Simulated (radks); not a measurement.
Problem. Ionisation ladder of manganese, from Mn22+ to Mn24+. Each ion is in the ground configuration listed by NIST, and IE = E(next ion) - E(this ion), with E = 0 for the bare nucleus. All-electron calculation, Dirac Kohn-Sham, PBE, spin-unpolarised, spherical densities, point nucleus. Program: a radial shooting solver on a logarithmic mesh with Libxc functionals.

species  configuration  IE, Delta-SCF (eV)  <r> HOMO (bohr)
Mn22+         [He] 2s1              1876.8            0.250
Mn23+             [He]              8180.8           0.0603
Mn24+              1s1                   ?           0.0595

Estimate the withheld Delta-SCF values.

Solution. Mn24+: 8536.0 eV (NIST 8572.0).

Beside tabulated values, note that spin-unpolarised runs miss the spin-polarisation part of the exchange energy of open shells.
